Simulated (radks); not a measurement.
Results of a calculation; reference values are marked as such.
Task: These are the eigenvalues of the occupied orbitals of an atom or ion with whole-number occupations (eV). Level of theory: scalar-relativistic Kohn-Sham, exchange-only B88, spin-polarised, spherical densities, point nucleus (a radial shooting solver on a logarithmic mesh with Libxc functionals).

| orbital | eigenvalue |
|---|---|
| 1s | -2163.080 |
| 2s | -247.6417 |
| 2p | -198.5964 |

Which element is it, and in what charge state? The configuration may be excited. Open shells, if any, are filled with parallel spins first.

Result: Z = 15, phosphorus, charge +5: P5+ in [Ne]. The list shows which subshells hold electrons but not how many an open one holds; the 1s level, -79.492 hartree, gives Z - s = 12.6 by -(Z - s)^2/2, which with screening and relativity narrows Z to a few neighbours, and the depths of the outer levels then fix element, charge and occupations together.
